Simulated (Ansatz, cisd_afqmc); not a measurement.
System: H2GeO, charge 0, singlet. H2GeO (SMILES [OH][GeH]).
B3LYP-D3(BJ)/def2-TZVP minimum from Ansatz (a first-principles code):
```
O
H 1 0.9632
Ge 1 1.8008 2 115.07
H 3 1.6230 1 95.84 2 0.00
```

Total energies in cc-pVDZ, 12 correlated electrons, 15 frozen orbitals. UHF or UKS for unpaired electrons; spin-orbit terms are left out. Cores are frozen in correlated methods (noble-gas shells, and filled d and f shells in the p block). No relativity. The Monte Carlo rows (phaseless AFQMC, CISD trial, step 0.005/hartree) carry one-sigma bars that omit the constraint's bias. Outlying blocks are dropped, and bars are widened where a walk drifts. Over all cases where full CI ran beside it in this data, AFQMC minus full CI had a median of +0.1 mEh and passed +0.4 mEh in a tenth of the cases.

```tsv
method	program	energy (Eh)	minus CCSDTQ (mEh)
HF	Ansatz	-2151.35448	303.48
MP2	Ansatz	-2151.62776	30.20
CCSD	Ansatz	-2151.64909	8.87
CCSD(T)	Ansatz	-2151.65649	1.47
CCSDT(Q)	Ansatz	-2151.65809	-0.13
CCSDTQ	Ansatz	-2151.65796	0.00
AFQMC/CISD	cisd_afqmc	-2151.6579 ± 0.0004	0.0 ± 0.4
```

Rough core times of Ansatz's runs on a shared machine: CCSD(T) under 20 s, CCSDT(Q) under 20 s, CCSDTQ 10 min.
